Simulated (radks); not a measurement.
All-electron atom: O in [He] 2s2 2p4 (the NIST ground configuration).

All-electron calculation, scalar-relativistic Kohn-Sham, PBE, spin-polarised, spherical densities, point nucleus; open shells are filled with parallel spins first. Program: a radial shooting solver on a logarithmic mesh with Libxc functionals.

Energy parts (eV):
| part | energy |
|---|---|
| total | -2042.421 |
| kinetic | 2039.732 |
| electron-nucleus | -4848.757 |
| Hartree | 993.677 |
| exchange-correlation | -227.073 |

Orbitals (lengths in bohr, moments of r in powers of bohr; r(max) is where P^2 peaks; r(90%) holds 90 % of the orbital's charge):
[
 {"orbital": "1s up", "occ.": "1", "eigenvalue (eV)": "-514.8140", "r(90%)": "0.358", "r(max)": "0.1292"},
 {"orbital": "1s down", "occ.": "1", "eigenvalue (eV)": "-513.5812", "r(90%)": "0.357", "r(max)": "0.1290"},
 {"orbital": "2s up", "occ.": "1", "eigenvalue (eV)": "-25.2162", "r(90%)": "1.81", "r(max)": "0.8671"},
 {"orbital": "2s down", "occ.": "1", "eigenvalue (eV)": "-21.9678", "r(90%)": "1.87", "r(max)": "0.8775"},
 {"orbital": "2p up", "occ.": "3", "eigenvalue (eV)": "-10.2236", "r(90%)": "2.15", "r(max)": "0.8102"},
 {"orbital": "2p down", "occ.": "1", "eigenvalue (eV)": "-7.1857", "r(90%)": "2.38", "r(max)": "0.8345"}
]

The highest occupied level is 2p down at -7.186 eV. Spin moment in Bohr magnetons: 2.
